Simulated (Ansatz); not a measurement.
Start from `C[NH][In]([F])[F]` and change one atom or group to get `C[NH][In]([CH3])[F]`.

Ansatz, PBE0-D4/def2-TZVP geometries, multiplicity 1. Each molecule was computed in one conformer, which needn't be the lowest.

Elements past krypton have def2 core potentials.

```tsv
property	`C[NH][In]([F])[F]`
HOMO energy (B3LYP/def2-TZVPP) / eV	-7.24
HOMO energy (ωB97M-V/def2-TZVPP) / eV	-9.75
HOMO–LUMO gap (PBE0/def2-TZVPP) / eV	5.26
LUMO energy (B3LYP/def2-TZVPP) / eV	-2.54
LUMO energy (PBE0/def2-TZVPP) / eV	-2.18
HOMO–LUMO gap (PBE/def2-TZVPP) / eV	3.00
```

Task: Give the same properties after the change, and the shifts. (An estimate is asked.)

Result: Computed: 
```tsv
property	`C[NH][In]([CH3])[F]`	shift
HOMO energy (B3LYP/def2-TZVPP) / eV	-6.32	0.92
HOMO energy (ωB97M-V/def2-TZVPP) / eV	-8.86	0.89
HOMO–LUMO gap (PBE0/def2-TZVPP) / eV	5.79	0.53
LUMO energy (B3LYP/def2-TZVPP) / eV	-1.07	1.47
LUMO energy (PBE0/def2-TZVPP) / eV	-0.73	1.45
HOMO–LUMO gap (PBE/def2-TZVPP) / eV	3.62	0.62
```

With PBE0 the HOMO rises by 0.92 eV and the LUMO rises by 1.45 eV, so the gap widens by about 0.53 eV. PBE moves the HOMO by 0.86 eV and ωB97M-V by 0.89 eV.

B3LYP here is the variant with VWN-RPA as its local correlation; programs differ in this.
